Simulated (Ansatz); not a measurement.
Molecule: CsBr (charge -1, doublet). 
Coordinates optimised at B3LYP-D3(BJ)/def2-TZVP (Ansatz, an electronic-structure program):
```
Cs
Br 1 3.3250
```
Charge -1, spin multiplicity 2.

Basis-set convergence of Hartree-Fock and MP2 correlation energies (hartree) with Ansatz. Valence correlation only, unless marked. Open shells are spin-unrestricted. No spin-orbit coupling. Frozen are the shells of the preceding noble gas and the d and f shells that filled before the atom's block. The outer core of K, Ca and their heavier congeners is not correlated, a term that matters for these elements. In def2 rows, elements after Kr have scalar-relativistic effective core potentials. This anion needs diffuse functions, which these sets lack.

```tsv
basis	functions	E(HF)	E(corr, MP2)
def2-SVP	56	-2592.06323	-0.12416
def2-TZVPP	84	-2592.38193	-0.16973
def2-QZVPP	151	?	?
```

Some entries are withheld; supply them.


- def2-QZVPP, E(HF): -2592.43343
- def2-QZVPP, E(corr, MP2): -0.18981
